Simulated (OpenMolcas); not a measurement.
# Re: effect of the active space

```yaml
Program: OpenMolcas
Method: CASSCF
Basis: ANO-RCC-MB
Scalar_Hamiltonian: DKH2, point nucleus
Spin-orbit_coupling: RASSI with atomic mean-field integrals over the reference wave functions, term energies averaged over their components
```

A. 5 electrons in 5 orbitals (5d); 2S+1 = 6 even, 1 root; 2S+1 = 4 even, 24 roots; 2S+1 = 2 even, 75 roots (67 in the spin-orbit step); cost roughly 16 core-seconds
B. 7 electrons in 6 orbitals (5d 6s); 2S+1 = 6 even, 6 roots; 2S+1 = 4 even, 17 roots; 2S+1 = 2 even, 25 roots; cost roughly 30 core-seconds

Energies in cm⁻¹ above 5d⁵ 6s² ⁶S_5/2, the measured ground level; measured values from NIST Handbook of Basic Atomic Spectroscopic Data.

| Level | A | B | Measured |
| --- | --- | --- | --- |
| 5d⁵ 6s² ⁶S_5/2 | 0.0 | 0.0 | 0.0 |
| 5d⁵ 6s² ⁴G_7/2 | 20586 | 19607 | 15058 |
| 5d⁵ 6s² ⁴G_11/2 | 21003 | 20590 | 16307 |
| 5d⁵ 6s² ⁴G_9/2 | 21474 | 20683 | 16619 |
| 5d⁵ 6s² ⁴D_7/2 | 25984 | 21864 |  |

Deviations, from unrounded energies. A percentage is the sum of absolute deviations over the sum of measured energies, with the sign that they share, or ± where signs differ.

| Against measurement | Levels | A | B |
| --- | --- | --- | --- |
| mean absolute deviation (cm-1) | 3 | 5000 | 4300 |
| other terms of the ground configuration (%) | 3 | +31.4 | +26.9 |

B lies closest to measurement on these levels. The largest miss of B in the table is 5d⁵ 6s² ⁴G_7/2, by +4500 cm-1. The ranking rests on the paired levels alone, and a cruder setting can come out closer through cancelling errors.

The spin-orbit steps hold different terms of 5d⁵ 6s² (B lacks among others a ²D, a ²F, ²G, ²H, ²S), which shifts levels as well.

Between A and B the level of the table that moves most is 5d⁵ 6s² ⁴D_7/2, by 4100 cm-1 (lowest in B, highest in A).

Without dynamic correlation excited terms often stand tens of per cent too high (terms of higher spin than the ground term too low), and those without a measured partner can miss by more than the paired ones. Some high roots are left out of the spin-orbit mixing, which shifts the levels that they would mix with (holds for A). With the s shell closed, the reference lacks s² → p², s² → d² and s → d mixing, so excited terms can stand far too high and out of order, with CASPT2 too (holds for A). Computed and measured levels are paired by configuration, term and J; levels that our copy of the source lacks, or whose pairing is in doubt (as where it misses far off the trend of its configuration), stay unpaired and out of the deviations. Levels of configurations outside the active space are missing. Levels that lie high or do not pair safely by name in every column are left out.
